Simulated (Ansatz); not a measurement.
Start from `OC1(F)BC1` and change one atom or group to get `FC1([SiH2]Cl)BC1`.

Ansatz, PBE0-D4/def2-TZVP geometries, multiplicity 1. Each molecule was computed in one conformer, which needn't be the lowest.

| property | `OC1(F)BC1` |
| --- | --- |
| LUMO energy (PBE/def2-TZVPP) / eV | -3.05 |
| HOMO energy (ωB97M-V/def2-TZVPP) / eV | -9.76 |
| size of the dipole moment (PBE/def2-TZVPP) / D | 2.11 |
| HOMO energy (B3LYP/def2-TZVPP) / eV | -7.26 |
| HOMO–LUMO gap (B3LYP/def2-TZVPP) / eV | 5.02 |
| LUMO energy (ωB97M-V/def2-TZVPP) / eV | 0.04 |

(1) What does the change do to each property? (An estimate is asked.)

Results:

(1) The calculation gave: 
| property | `FC1([SiH2]Cl)BC1` | shift |
| --- | --- | --- |
| LUMO energy (PBE/def2-TZVPP) / eV | -3.19 | -0.14 |
| HOMO energy (ωB97M-V/def2-TZVPP) / eV | -10.02 | -0.26 |
| size of the dipole moment (PBE/def2-TZVPP) / D | 1.83 | -0.28 |
| HOMO energy (B3LYP/def2-TZVPP) / eV | -7.55 | -0.29 |
| HOMO–LUMO gap (B3LYP/def2-TZVPP) / eV | 5.14 | 0.12 |
| LUMO energy (ωB97M-V/def2-TZVPP) / eV | -0.19 | -0.23 |

With PBE0 the HOMO falls by 0.31 eV and the LUMO falls by 0.20 eV, so the gap widens by about 0.11 eV. PBE moves the HOMO by -0.36 eV and ωB97M-V by -0.26 eV. Dipoles are sizes alone; their direction can turn.

B3LYP here is the variant with VWN-RPA as its local correlation; programs differ in this.
